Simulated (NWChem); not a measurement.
System: SnH₄O₄; SMILES [OH][Sn]([OH])([OH])[OH]

The following NWChem deck was run.

```
start job
memory heap 200 mb stack 900 mb global 1100 mb
geometry units angstroms noautosym nocenter noautoz
  O      1.504613    -0.724112     1.037400
  Sn     0.000000     0.000000     0.000000
  O     -1.504613     0.724112     1.037400
  O      0.724112     1.504613    -1.037400
  O     -0.724112    -1.504613    -1.037400
  H      2.131233    -0.028819     1.274062
  H     -2.131233     0.028819     1.274062
  H      0.028819     2.131233    -1.274062
  H     -0.028819    -2.131233    -1.274062
end
basis spherical
  * library def2-svp
end
ecp
  Sn library def2-ecp
end
dft
  xc b3lyp
  iterations 150
end
property
  response 1 0.0773
end
task dft property
```

Output (shortened):

```
             Northwest Computational Chemistry Package (NWChem) 7.3.0
             --------------------------------------------------------

                             Geometry "geometry" -> ""
                             -------------------------

 Output coordinates in angstroms (scale by  1.889725989 to convert to a.u.)

  No.       Tag          Charge          X              Y              Z
 ---- ---------------- ---------- -------------- -------------- --------------
    1 O                    8.0000     1.50461300    -0.72411200     1.03740000
    2 Sn                  50.0000     0.00000000     0.00000000     0.00000000
    3 O                    8.0000    -1.50461300     0.72411200     1.03740000
    4 O                    8.0000     0.72411200     1.50461300    -1.03740000
    5 O                    8.0000    -0.72411200    -1.50461300    -1.03740000
    6 H                    1.0000     2.13123300    -0.02881900     1.27406200
    7 H                    1.0000    -2.13123300     0.02881900     1.27406200
    8 H                    1.0000     0.02881900     2.13123300    -1.27406200
    9 H                    1.0000    -0.02881900    -2.13123300    -1.27406200

 Effective nuclear repulsion energy (a.u.)     569.3016948994

                                 NWChem DFT Module
                                 -----------------

 Summary of "ao basis" -> "ao basis" (spherical)
 ------------------------------------------------------------------------------
       Tag                 Description            Shells   Functions and Types
 ---------------- ------------------------------  ------  ---------------------
 O                          def2-svp                 6       14   3s2p1d
 Sn                         def2-svp                10       26   4s4p2d
 H                          def2-svp                 3        5   2s1p

            General Information
            -------------------
          SCF calculation type: DFT
          Wavefunction type:  closed shell.
          No. of atoms     :     9
          No. of electrons :    58
           Alpha electrons :    29
            Beta electrons :    29
          Charge           :     0
          Spin multiplicity:     1
          Use of symmetry is: off; symmetry adaption is: off
          Maximum number of iterations: 150
          AO basis - number of functions:   102
                     number of shells:    46
          Convergence on energy requested:  1.00D-06
          Convergence on density requested:  1.00D-05
          Convergence on gradient requested:  5.00D-04

              XC Information
              --------------
                         B3LYP Method XC Potential
                     Hartree-Fock (Exact) Exchange  0.200
                        Slater Exchange Functional  0.800 local
                    Becke 1988 Exchange Functional  0.720 non-local
              Lee-Yang-Parr Correlation Functional  0.810
                  VWN I RPA Correlation Functional  0.190 local

             Grid Information
             ----------------
          Grid used for XC integration:  medium
          Radial quadrature: Mura-Knowles
          Angular quadrature: Lebedev.
          Tag              B.-S. Rad. Rad. Pts. Rad. Cut. Ang. Pts.
          ---              ---------- --------- --------- ---------
          O                   0.60       49          11.0       434
          Sn                  1.45      123           8.0       590
          H                   0.35       45          11.0       434
          Grid pruning is: on
          Number of quadrature shells:   499
          Spatial weights used:  Erf1

      Superposition of Atomic Density Guess
      -------------------------------------

 Sum of atomic energies:        -549.85747452

      Non-variational initial energy
      ------------------------------

 Total energy =    -514.834531
 1-e energy   =   -1396.103441
 2-e energy   =     577.029865
 HOMO         =      -0.468951
 LUMO         =      -0.093472

   convergence    iter        energy       DeltaE   RMS-Dens  Diis-err
 ---------------- ----- ----------------- --------- --------- ---------
 d= 0,ls=0.0,diis     1   -517.3000815200 -8.22D+02  2.10D-02  1.46D+00
 d= 0,ls=0.0,diis     2   -517.1113845125  1.89D-01  1.15D-02  3.64D+00
 d= 0,ls=0.0,diis     3   -517.4712324452 -3.60D-01  7.15D-04  1.84D-02
 d= 0,ls=0.0,diis     4   -517.4728641474 -1.63D-03  8.20D-05  2.80D-04
 d= 0,ls=0.0,diis     5   -517.4728900033 -2.59D-05  1.88D-05  2.37D-06
 d= 0,ls=0.0,diis     6   -517.4728902030 -2.00D-07  7.09D-06  4.52D-07

         Total DFT energy =     -517.472890202993
      One electron energy =    -1400.220375891463
           Coulomb energy =      632.643048089150
    Exchange-Corr. energy =      -54.134607863877
 Nuclear repulsion energy =      304.239045463197

 Numeric. integr. density =       58.000021054589

                       DFT Final Molecular Orbital Analysis
                       ------------------------------------

[...]

 DFT Linear Response polarizability / au
 Frequency  =       0.0773000 / au
 Wavelength =     589.4353558 / nm
              X              Y              Z
 -----------------------------------------------
 X      45.1444413      0.0000222     -0.0000000
 Y      -0.0000237     45.1444410     -0.0000003
 Z      -0.0000000     -0.0000003     40.1792745
 -----------------------------------------------
 Eigenvalues =      45.1444633     45.1444190     40.1792745
 Isotropic   =      43.4893856
 Anisotropic =       4.9651667
 -----------------------------------------------

 Magnetic Dipole Response Matrix (nonzero elements):

 Exiting AOResponse driver routine
```

Level: B3LYP/def2-SVP with def2 effective core potentials on Sn. All runs use the structure optimised with PBE0/def2-SVP. Not confirmed as a minimum by frequencies. def2 effective core potentials on Sn; no spin-orbit coupling.
